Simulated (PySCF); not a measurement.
S4, SMILES S(=S)(=S)=S. The structure is a stationary point at PBE-D3(BJ)/def2-SVP.

Calculation: PBE-D3(BJ)/def2-SVP in PySCF.

Harmonic wavenumbers (cm⁻¹): 226, 226, 249, 455, 682, 682. Rotational constants (GHz): 2.778, 2.778, 1.389; symmetry number 6.

**Question.** Work out the zero-point energy and the ideal-gas rigid-rotor harmonic-oscillator thermochemistry at 298.15 K and 1 atm.

**Answer.** ZPE = ½ Σ hcν = ½ × 2521 cm⁻¹ = 15.08 kJ/mol. H − E(el) = 30.32 kJ/mol. Entropy in J/(mol K): translation 169.28, rotation 101.40, vibration 29.23, total 299.92. G − E(el) = -59.10 kJ/mol. Cp = 68.59 J/(mol K).
